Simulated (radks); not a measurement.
Q: These are the eigenvalues of the occupied orbitals of an atom or ion with whole-number occupations (eV). All-electron calculation, scalar-relativistic Kohn-Sham, PBEsol, spin-polarised, spherical densities, finite nucleus; Fermi nuclear charge, rms radius of each element as measured or else 0.836 A^(1/3) + 0.57 fm. Program: a radial shooting solver on a logarithmic mesh with Libxc functionals.

| orbital | eigenvalue |
|---|---|
| 1s up | -19394.94 |
| 1s down | -19394.82 |
| 2s up | -3226.792 |
| 2s down | -3216.406 |
| 2p up | -2946.952 |
| 2p down | -2939.136 |
| 3s up | -963.7721 |
| 3s down | -950.9142 |
| 3p up | -872.3330 |
| 3p down | -859.1857 |
| 3d up | -731.8437 |

Which element is it, and in what charge state? The configuration may be excited. Open shells, if any, are filled with parallel spins first.

A: Z = 41, niobium, charge +18: Nb18+ in [Ar] 3d5. The list shows which subshells hold electrons but not how many an open one holds; the 1s level, -712.75 hartree, gives Z - s = 37.8 by -(Z - s)^2/2, which with screening and relativity narrows Z to a few neighbours, and the depths of the outer levels then fix element, charge and occupations together.
